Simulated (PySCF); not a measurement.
Al(F)(H)(SH) (AlFH₂S), SMILES [F][AlH][SH]. Geometry optimised at ωB97X-D3(BJ)/def2-TZVP. One conformer was computed; it need not be the lowest.

PySCF with TDDFT-ωB97X/def2-SVPD puts the lowest singlet excitations at 6.63, 6.72, 6.86, 6.88, 7.86, 7.98 eV.

Q: What are the lowest excitation roots from ADC(2)/aug-cc-pVDZ (PySCF)? (The exact figures need the calculation; the answer reports its results.)

A: 6.46, 6.53, 6.93, 7.03, 7.74, 8.36 eV. S1 differs by -0.17 eV (second minus first; roots are paired by order, and the bases may differ).
